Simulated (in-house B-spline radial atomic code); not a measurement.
Configurations of the rhodium ion Rh⁷⁺, with energies counted from [Kr] (4d3/2)2. Computed with a B-spline radial code for spherical atoms: Dirac-Hartree-Fock, average of each configuration as written, Fermi nucleus of rms radius 4.4945 fm. Energies include first-order Breit, QED and recoil terms.

Occupations are held fixed; configurations that lie above the ionisation limit could autoionise.

```tsv
configuration	E - E(ref) (eV)	highest orbital	its <r> (bohr)
[Kr] (4d3/2)1 (4d5/2)1	0.83629	4d5/2	1.18
[Kr] (4d5/2)2	1.3142	4d5/2	1.179
[Ar] 3d10 4s2 (4p1/2)2 (4p3/2)3 (4d3/2)1 (4d5/2)1 (4f5/2)1	102.52	4f5/2	1.631
[Ar] (3d3/2)4 (3d5/2)5 4s2 4p6 (4d3/2)2 (7p3/2)1	409.77	7p3/2	5.548
[Ar] (3d3/2)3 (3d5/2)6 4s2 4p6 (4d5/2)2 (6f7/2)1	417.49	6f7/2	5.135
```

Task: Order these further configurations by energy, lowest first.
A. [Ar] 3d10 4s2 (4p1/2)1 (4p3/2)4 (4d3/2)2 (8g7/2)1
B. [Ar] 3d10 4s2 (4p1/2)1 (4p3/2)4 (4d5/2)2 (8p3/2)1
C. [Kr] (4d3/2)1 (5p3/2)1
D. [Ar] 3d10 4s2 (4p1/2)1 (4p3/2)4 (4d5/2)2 8s1
E. [Ar] 3d10 4s2 (4p1/2)1 (4p3/2)4 (4d3/2)1 (4d5/2)1 (7p3/2)1

Result: C (41.698 eV), E (143.19 eV), D (148.48 eV), B (150.14 eV), A (159.23 eV).

Task: How far above the reference does [Kr] (4d3/2)1 7s1 lie?

Result: 83.245 eV; its least bound orbital is 7s1/2 with <r> = 5.209 bohr.
